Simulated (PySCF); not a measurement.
CH3Si, SMILES C[Si] (connectivity only; charge and spin as stated), neutral, multiplicity 2.

Coordinates come from a r2SCAN-D4/def2-TZVP optimisation. The isomer is the one that the SMILES or the coordinates give; other isomers of the formula were not compared.

All values below come from B3LYP/def2-TZVPD (PySCF).

The molecule is in vacuum.

total energy: -329.36026 hartree
point group: Cs
α spin, highest occupied and lowest empty level: -4.59 and -2.76 eV
β spin, highest occupied and lowest empty level: -6.98 and -2.53 eV
dipole moment: 1.14 D
quadrupole, principal values (traceless, Buckingham form, about the centre of nuclear charge): -2.66, -1.84, 4.50 D·Å
mean static polarisability: 50.9 bohr³ (7.55 Å³)
polarisability, principal values: 43.0, 51.6, 58.2 bohr³
⟨S²⟩: 0.756 (pure state 0.75)
